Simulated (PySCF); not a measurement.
ethenyl silylformate (C₃H₆O₂Si), SMILES C(OC([SiH3])=O)=C.

Geometry: PBE0-D3(BJ)/def2-SVP. The values are those of a single conformer.

All values below come from PBE/def2-TZVP (PySCF).

Computed frontier levels, gap, dipole moment and polarisability:
The highest occupied level comes out as -6.37 eV. The lowest empty level is -2.19 eV and the orbital gap is 4.18 eV. The dipole moment is 0.327 e·Å and the quadrupole, principal values (traceless, Buckingham form, about the centre of nuclear charge) is -4.62, -2.62, 7.24 D·Å. The mean static polarisability is 74.4 bohr³ (11.03 Å³) and the polarisability, principal values comes out as 51.3, 68.9, 103.1 bohr³.
